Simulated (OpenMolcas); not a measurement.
Ru2+ (d6) among equal point charges was computed by CASSCF with the d shell active (OpenMolcas, ANO-RCC-VDZP on the metal). Its lowest spin-free states, and all those of the highest spin:

```csv
2S+1,Degeneracy,E (cm-1)
5,3,0.0
5,2,4723
3,3,14523
3,3,16309
3,3,17803
1,1,19395
3,2,19454
3,3,19941
3,3,20281
1,3,22304
3,3,22636
3,1,22637
```

**Question.** Is the site octahedral, tetrahedral or cube-like, axial, or of lower symmetry?

**Answer.** The states with 2S+1 = 5 have orbital degeneracies 3, 2. Threefold states need a cubic site. For d6 at this spin an octahedron puts the threefold T2 below the twofold E and a tetrahedron or cube puts the twofold E below the threefold T2, so the site is octahedral. The first gap at this spin, 4720 cm-1, is |10Dq| in ligand-field theory. The run had Ru2+ among 6 point charges of -1.7 e arranged as an octahedron (Oh), 2.51 Å from the ion.

An orbital triplet at a regular site is open to Jahn-Teller coupling, which can distort the site and quench the lowest spin-orbit gaps and is left out. Without dynamic correlation the repulsion within the d shell is too large (B by tens of per cent), so at a given field states of lower spin stand too high. Point charges give a weaker field than real ligands, and real ions of this kind are as a rule low spin; the high spin found here belongs to the model. The ground term spreads over less than 5000 cm-1, several times less than with real ligands, so orbital moments are less quenched and χT lies further from the spin-only value than at real sites. This is an electrostatic model: the charges have no orbitals. No measured value stands beside these numbers.
